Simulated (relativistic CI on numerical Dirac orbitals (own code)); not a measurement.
## Hyperfine structure of Ta⁷¹⁺, mass number 181

Calculated at this level of theory: Dirac-Coulomb-Breit CI, separate exchange-only KLI orbitals for each configuration, QED by a radiative potential, unscaled Slater integrals (own radial code, finite nucleus).

Configurations in the expansion: 1s2, 1s 2s, 1s 2p, 1s 3s, 1s 3p, 1s 3d, 1s 4s, 1s 4p, 1s 4d, 1s 4f, 1s 5s, 1s 5p, 1s 5d, 1s 5f, 1s 5g, 1s 6s, 1s 6p, 1s 6d, 2s2. Levels of other configurations are missing.

Nuclear spin I = 7/2, μ = 2.365 μN, Q = 3.17 b (tables of Stone and Pyykkö). The electronic factors are computed for point nuclear moments, without core polarisation or the Bohr-Weisskopf and QED corrections.

| Level | E (Ry) | A (GHz) | B (GHz) |
| --- | --- | --- | --- |
| 1s 2s 3S_1 | 4209.19 | 61270 | -0.165 |
| 1s 2p 3P°_1 | 4217.53 | 55960 | -109 |
| 1s 2p 3P°_2 | 4326.38 | 27110 | 5500 |
| 1s 2p 1P°_1 | 4330.02 | -25930 | 2830 |
| 1s 3s 3S_1 | 5023.01 | 55730 | -0.194 |
| 1s 3p 3P°_1 | 5025.23 | 54190 | -30.1 |
| 1s 3p 3P°_2 | 5057.64 | 26830 | 1750 |
| 1s 3d 3D_2 | 5058.35 | 26790 | 347 |

Levels with J = 0, under 50 % of one LS term, or S terms without an open s electron are left out. Small factors come from cancelling terms and can be off by tens of per cent or more.

At this charge energies of transitions that change n are usually good to better than 1 %, and those within a shell (Δn = 0) to a few per cent.

Q: Give the hyperfine levels of 1s 2s 3S_1 relative to its centre of gravity.

A: With K = F(F + 1) − I(I + 1) − J(J + 1), E = AK/2 + B[¾K(K + 1) − I(I + 1)J(J + 1)]/[2I(2I − 1)J(2J − 1)]: F = 5/2: -275700, F = 7/2: -61270, F = 9/2: 214400 GHz.

LS names give the leading component of a level, which can be under half, so a name can repeat, a term be missing and a line seem to break the LS rules.
